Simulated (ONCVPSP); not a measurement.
**What one change does to a pseudopotential (cerium, ONCV)**

```json
{
  "Element": "Ce (Z = 58)",
  "Generator": "ONCVPSP 4.0.1",
  "Type": "optimised norm-conserving Vanderbilt (ONCV)",
  "Functional": "LDA (Perdew-Zunger)",
  "Relativity": "scalar-relativistic",
  "Frozen core": "[Xe] 4f1",
  "Valence charge": "3",
  "Reference configuration": "5d1 6s2",
  "Partial waves": "6s: rc 3.80 bohr, ncon 5, nbas 8, qcut 1.5 1/bohr, 3 projectors, debl 2.1 Ha; p scattering state at 0.04 Ha: rc 4.05 bohr, ncon 5, nbas 9, qcut 1.7 1/bohr, 3 projectors, debl 0.7 Ha; 5d: rc 3.80 bohr, ncon 3, nbas 8, qcut 3.9 1/bohr, local",
  "Local potential": "the d channel",
  "Core correction": "Teter function fitted to the true core (icmod 2), fcfact 0.3"
}
```

In the p channel the program set the typed energies aside and used 0.050, 0.750, 1.450 Ha.

Change: all radii but the core radius scaled by about 1.06 (s 4.02, p 4.28, d 4.02 bohr).

Cutoffs: the cutoffs (Ha) at which the residual kinetic energy of the hardest occupied pseudo-wave falls to 1 and 0.1 mHa per electron; they do not see the model core or the augmentation charge, which bear on the density cutoff. Errors are all-electron minus pseudo energies relative to the spin-unpolarised reference configuration.

Q: How do hardness, ghosts and transferability respond?

A: The potential gets neither clearly harder nor softer (4.8 Ha and 7.3 Ha → 4.7 Ha and 7.8 Ha); the bound ghost in p disappears; the lowest positive-energy flag moves from p at 83.5 eV to p at 46.9 eV; of the 3 tests that both files solve, the error grows in 1 and shrinks in 0 by more than 15 % and 0.3 meV (median size 3.8 → 4.5 meV).

| quantity | base | changed |
| --- | --- | --- |
| cutoff, loose | 4.8 Ha | 4.7 Ha |
| cutoff, tight | 7.3 Ha | 7.8 Ha |
| loose cutoff by channel | s 2.3 Ha, d 4.8 Ha | s 2.6 Ha, d 4.7 Ha |
| bound ghosts | p | none |
| GHOST(+) flags under 300 eV | p at 83.5 eV, s at 86.8 eV | p at 46.9 eV, s at 91.5 eV, p at 124.1 eV, p at 247.2 eV |
| tests counted as reliable (solved cleanly; for ONCVPSP, near-neutral configurations with less than one 5d electron left out) | 3 of 4 | 3 of 4 |
| error for 5d1 6s1, meV [ΔE 6.27 eV] | -3.8 | -4.5 |
| error for 5d1 6s0, meV [ΔE 17.62 eV] | -28 | -32 |
| error for 5d1 6s1.5, meV [ΔE 2.53 eV] | -0.8 | -1.0 |
| rms error of d²Exc/dni dnj with the model core, mHa | 3.62 | 3.66 |

Base: The cutoffs count occupied waves only; projector 3 of the p channel, the hardest unoccupied one, needs 22 Ha at the loose tolerance. Tests not counted: 5d0 6s2 (all-electron energy unsafe for a near-neutral lanthanide with less than one 5d electron, printed error -34 meV). Changed file: The cutoffs count occupied waves only; projector 3 of the p channel, the hardest unoccupied one, needs 19 Ha at the loose tolerance. Tests not counted: 5d0 6s2 (all-electron energy unsafe for a near-neutral lanthanide with less than one 5d electron, printed error -24 meV). A true bound ghost makes a file unfit for plane-wave use even where its test errors are small: the radial tests pick states by their node count and pass the ghost by.
